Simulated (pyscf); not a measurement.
## H₂N–Si•(NH₂)–I (SMILES N[Si](N)I), doublet

Gas-phase minimum from PySCF at ωB97X-D3(BJ)/def2-SVP, one conformer. Other isomers of H₂N–Si•(NH₂)–I were not searched in full and may lie lower. 

SMILES: N[Si](N)I
```xyz
8

N     -1.5949     0.1655     0.7051
Si    -1.1757    -0.7181    -0.7157
N      0.0191    -1.8450    -0.2115
I     -0.4642     1.0176    -2.3479
H     -2.0743     1.0572     0.6376
H     -1.8247    -0.3309     1.5610
H      0.7083    -1.5956     0.4926
H      0.3413    -2.5849    -0.8248
```
Charge 0, spin multiplicity 2.

Bonds (Å): N1–Si2 1.725, N1–H5 1.015, N1–H6 1.016, Si2–N3 1.718, Si2–I4 2.487, N3–H7 1.016, N3–H8 1.014. Bond angles (°): Si2–N1–H5 120.7, Si2–N1–H6 119.9, H5–N1–H6 112.3, N1–Si2–N3 105.3, N1–Si2–I4 104.6, N3–Si2–I4 116.8, Si2–N3–H7 120.9, Si2–N3–H8 121.5, H7–N3–H8 112.5.

Properties at ωB97X-D3(BJ)/def2-SVP:

```
Property                                                                                                                                                                                                            Result
---------------------------------------------------------------------------------------------------------------------  ---------------------------------------------------------------------------------------------------
Harmonic wavenumbers, unscaled                                                                                         149, 178, 251, 281, 348, 356, 383, 421, 764, 801, 871, 913, 1530, 1541, 3605, 3612, 3718, 3720 cm⁻¹
Zero-point energy                                                                                                                                                                                            33.5 kcal/mol
Rotational symmetry number                                                                                                                                                                                               1
Entropy of this conformer at 298 K and 1 atm, rigid rotor and harmonic oscillator, modes under 100 cm⁻¹ raised to 100                                                                                      351.2 J/(mol K)
Dipole moment                                                                                                                                                                                                       3.07 D
Spin expectation value S2                                                                                                                                                                                            0.754
```

Single-point totals, which compare only within one level:

| level | total energy (hartree) |
|---|---|
| ωB97X-D3(BJ)/def2-TZVP | -699.38649 |
| PBE/def2-TZVP | -698.94301 |
| r²SCAN/def2-TZVP | -699.26935 |
| B3LYP-D3(BJ)/def2-TZVP | -699.36711 |
| PBE0-D3(BJ)/def2-TZVP | -699.00889 |
| M06-2X/def2-TZVP | -699.09400 |
| ωB97M-D3(BJ)/def2-TZVP | -699.38441 |

Soft torsions are taken as harmonic, which can shift the entropy by several J/(mol K). Elements past Kr carry the def2 core potentials, without spin-orbit coupling.
